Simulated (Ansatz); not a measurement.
MgMeI (CH3IMg), 6 atoms. Hardware: 4 threads of AMD EPYC 7B13 on a shared host.

In the def2 sets I takes a core potential; there is no spin–orbit coupling. Correlated methods freeze 6 core orbitals; core or outer-core shells of Mg, I are correlated, in sets that lack core-valence functions.

Task: How many basis functions does each of these Ansatz runs have, and roughly what does it cost? PBE-D4/def2-TZVPD, charge -1 doublet at the geometry of the charge 0 singlet, energy, from earlier orbitals; PBE0-D4/def2-SVP, charge -1 doublet at the geometry of the charge 0 singlet, energy with a search over starts; PBE-D4/def2-TZVP, charge 0 singlet, relaxation, 3 steps; PBE0-D4/def2-SVP, charge 0 singlet, energy, from earlier orbitals; PBE-QIDH/def2-TZVP, charge 0 singlet, energy, from earlier orbitals; r2SCAN-D4/def2-TZVP, charge 0 singlet, energy, from earlier orbitals; revPBE-D4/def2-TZVP, charge 0 singlet, energy, from earlier orbitals; CAM-B3LYP-D4/def2-TZVP, charge 0 singlet, energy, from earlier orbitals; CCSD(T)/def2-TZVPP, charge 0 singlet, energy, from earlier orbitals; BHLYP-D4/def2-TZVP, charge 0 singlet, energy, from earlier orbitals; PBE0-D4/def2-SVP, charge 1 doublet at the geometry of the charge 0 singlet, energy with a search over starts; PBE0-D4/def2-TZVPD, charge 0 singlet, energy, from earlier orbitals.

Result: Other jobs shared the machine, so times can vary by a factor of up to 3. A dash marks memory too small to be measured apart from the calling script's.

| run | functions | fitting or Cholesky vectors | wall time | peak host memory (GiB) |
| --- | --- | --- | --- | --- |
| PBE0-D4/def2-SVP, charge 0 singlet, energy, from earlier orbitals | 73 | 782 | 0.75 s | – |
| revPBE-D4/def2-TZVP, charge 0 singlet, energy, from earlier orbitals | 131 | 967 | 0.8 s | – |
| BHLYP-D4/def2-TZVP, charge 0 singlet, energy, from earlier orbitals | 131 | 1142 | 1.1 s | – |
| r2SCAN-D4/def2-TZVP, charge 0 singlet, energy, from earlier orbitals | 131 | 967 | 1.3 s | – |
| CAM-B3LYP-D4/def2-TZVP, charge 0 singlet, energy, from earlier orbitals | 131 | 1011 | 1.4 s | – |
| PBE-QIDH/def2-TZVP, charge 0 singlet, energy, from earlier orbitals | 131 | 1106 | 1.5 s | – |
| PBE0-D4/def2-TZVPD, charge 0 singlet, energy, from earlier orbitals | 158 | 1094 | 1.6 s | – |
| PBE-D4/def2-TZVPD, charge -1 doublet at the geometry of the charge 0 singlet, energy, from earlier orbitals | 158 | 1049 | 1.9 s | – |
| PBE0-D4/def2-SVP, charge -1 doublet at the geometry of the charge 0 singlet, energy with a search over starts | 73 | 782 | 2.1 s | – |
| PBE-D4/def2-TZVP, charge 0 singlet, relaxation, 3 steps | 131 | 967 | 3.2 s | – |
| PBE0-D4/def2-SVP, charge 1 doublet at the geometry of the charge 0 singlet, energy with a search over starts | 73 | 782 | 21 s | – |
| CCSD(T)/def2-TZVPP, charge 0 singlet, energy, from earlier orbitals | 155 | 1171 | 24 s | 1.4 |
